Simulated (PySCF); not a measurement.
C2H4BF2N.
Structure used (PBE0-D3(BJ)/def2-SVP), in Å, numbered top down from 1:
```
atom  x, y, z in Å
C1     1.485    0.225    0.043
N2     0.359    1.102    0.178
C3    -0.842    0.681    0.101
B4    -1.417   -0.768   -0.142
F5    -2.713   -0.948    0.015
F6    -0.713   -1.824   -0.506
H7     2.115    0.339    0.940
H8     2.102    0.588   -0.795
H9     1.259   -0.842   -0.110
H10   -1.621    1.454    0.234
```

Method: EOM-IP-CCSD/aug-cc-pVDZ in PySCF, restricted Hartree–Fock reference, 6 core orbitals frozen, non-relativistic, gas phase, PBE0-D3(BJ)/def2-SVP geometry.

Hartree–Fock orbital energies give these Koopmans values (eV): HOMO 11.20, HOMO-1 11.76, HOMO-2 14.68, HOMO-3 16.25, HOMO-4 17.02, HOMO-5 17.36, HOMO-6 18.27, HOMO-7 18.41.

Task: What vertical ionisation energies does EOM-IP-CCSD give?

Result: 
| leading hole (HF orbital) | Koopmans (eV) | EOM-IP-CCSD (eV) | change (eV) | one-hole share |
| --- | --- | --- | --- | --- |
| HOMO | 11.20 | 9.64 | -1.56 | 0.95 |
| HOMO-1 | 11.76 | 11.69 | -0.07 | 0.96 |
| HOMO-2 | 14.68 | 13.61 | -1.07 | 0.95 |
| HOMO-4 | 17.02 | 15.04 | -1.98 | 0.93 |
| HOMO-5 | 17.36 | 15.23 | -2.13 | 0.95 |
| HOMO-3 | 16.25 | 15.31 | -0.94 | 0.95 |
| HOMO-6 | 18.27 | 16.01 | -2.26 | 0.94 |
| HOMO-7 | 18.41 | 16.36 | -2.05 | 0.94 |

Task: Does the order of the lines follow the orbital energies?

Result: No: the HOMO-4 hole (15.04 eV) falls below the HOMO-3 hole (15.31 eV); the HOMO-5 hole (15.23 eV) falls below the HOMO-3 hole (15.31 eV). The corrections run from -2.26 to -0.07 eV, with a mean of -1.51 eV over the 8 lines; no line lies above its Koopmans value. Koopmans values leave out both the relaxation of the orbitals and the change in correlation energy.

Task: At what kinetic energies would He II light (40.81 eV) eject these electrons?

Result: 31.17 eV (HOMO), 29.12 eV (HOMO-1), 27.20 eV (HOMO-2), 25.77 eV (HOMO-4), 25.58 eV (HOMO-5), 25.50 eV (HOMO-3), 24.80 eV (HOMO-6), 24.45 eV (HOMO-7).

Task: What total energy has the lowest final state, and which wavelength reaches it?

Result: E(CCSD) + ionisation energy = -357.18026 + 0.35412 = -356.82614 Eh, at the geometry of the initial state. The threshold wavelength is 1239.84 eV nm/9.64 eV = 128.6 nm.

Lines less than 0.15 eV apart could change places at a higher level. One root was sought for each valence orbital with −ε under 21 eV, eight at most, so deeper holes and satellites are missing; no vibrational structure.

Time: 12 min wall; peak memory 3.0 GiB. Hardware: an Arm Neoverse V1 with one thread (shared host).
